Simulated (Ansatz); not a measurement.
Total energies of [CuCl4]- (CuCl₄⁻) from Ansatz at PBE-D4/def2-TZVPD, gas phase (1 Eh = 27.2114 eV = 2625.5 kJ/mol). The reference geometry is relaxed at r2SCAN-D4/def2-SVPD.

```tsv
atom	x (Å)	y (Å)	z (Å)
Cu1	0.000	0.000	0.000
Cl2	-2.046	-0.840	-0.055
Cl3	0.367	-0.760	-2.044
Cl4	2.048	0.833	0.058
Cl5	-0.369	0.767	2.042
```

```json
{"state": "charge -1 singlet", "geometry": "reference", "energy (Eh)": "-3480.62198"}
{"state": "charge 0 doublet", "geometry": "reference", "energy (Eh)": "-3480.44452"}
{"state": "charge -1 triplet", "geometry": "relaxed at r2SCAN-D4/def2-SVPD", "energy (Eh)": "-3480.60317"}
```

(1) Work out the vertical ionisation energy to the doublet.

(2) Which of the charge -1 states is lowest, and how far above it are the others?

(1) E(charge 0 doublet) − E(charge -1 singlet) = -3480.44452 − (-3480.62198) = 0.17746 Eh = 4.83 eV. For comparison, −ε of the highest occupied level is 2.24 eV at this level, 2.59 eV less.

(2) The singlet. triplet: -3480.60317 − (-3480.62198) = 0.01881 Eh = 49.4 kJ/mol.
